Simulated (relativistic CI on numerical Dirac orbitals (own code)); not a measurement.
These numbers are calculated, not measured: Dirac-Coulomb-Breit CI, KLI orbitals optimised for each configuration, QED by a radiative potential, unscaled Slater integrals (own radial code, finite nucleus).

CI space (outside the closed core [Ne]): 3s²3p⁶, 3s²3p⁵3d, 3s3p⁶3d, 3s²3p⁵4s, 3s²3p⁵4p, 3s²3p⁵4d, 3s3p⁶4s, 3s²3p⁵4f, 3s3p⁶4p, 3p⁶3d4p, 3s3p⁶4d, 3s3p⁶4f, 3s²3p⁵5s, 3s²3p⁵5p, 3s²3p⁵5d, 3s²3p⁵5f, 3s²3p⁵5g, 3s3p⁶5s, 3s3p⁶5p, 3s²3p⁵6s, 3s²3p⁵6p, 3s3p⁶5d, 3s²3p⁵6d, 3p⁶3d², 3p⁵3d³, 3p⁵3d²4s, 3p⁵3d²4p, 3p⁵3d²4d, 3p⁶3d4s, 3p⁵3d4s², 3p⁵3d4s4p, 3p⁵3d4s4d. Double excitations out of closed p, d and f shells are left out; levels of such configurations are missing from the list, as are those of other unlisted configurations, and high levels can miss mixing partners. These lack a partner that the ground configuration has and come out too high: 3s²3p⁵4f, 3s²3p⁵5s, 3s²3p⁵5p, 3s²3p⁵5d, 3s²3p⁵5f.

At this charge energies of transitions that change n are usually good to better than 1 %, and those within a shell (Δn = 0) to a few per cent.

Outline of the computed level scheme of Rb XX. Lowest level of each configuration: 3s²3p⁶ ¹S0 at 0.000 eV; 3s²3p⁵3d ³P°0 at 91.616 eV; 3s3p⁶3d ³D1 at 186.785 eV; 3p⁶3d² ³F2 at 380.035 eV; 3s²3p⁵4s ³P°2 at 398.809 eV; 3s²3p⁵4p ³S1 at 423.056 eV; 3p⁵3d³ ⁵D°2 at 465.569 eV; 3s²3p⁵4d ³P°0 at 466.098 eV.

Some strong electric-dipole decays among the lowest 45 levels: 3s²3p⁵3d ¹P°1 → 3s²3p⁶ ¹S0 (6.0e+11 s⁻¹); 3s²3p⁵4s ¹P°1 → 3s²3p⁶ ¹S0 (5.3e+11 s⁻¹); 3s²3p⁵4s ³P°1 → 3s²3p⁶ ¹S0 (3.9e+11 s⁻¹); 3s²3p⁵4p ³D3 → 3s²3p⁵3d ³F°4 (2.3e+11 s⁻¹); 3s²3p⁵4p ³D2 → 3s²3p⁵3d ³F°3 (2.2e+11 s⁻¹); 3s²3p⁵4p ³S1 → 3s²3p⁵3d ³P°1 (1.4e+11 s⁻¹); 3s²3p⁵4p ³S1 → 3s²3p⁵3d ³P°2 (1.0e+11 s⁻¹); 3s²3p⁵4p ³P2 → 3s²3p⁵3d ³P°2 (7.6e+10 s⁻¹).

LS names give the leading component of a level, which can be under half, so a name can repeat, a term be missing and a line seem to break the LS rules.
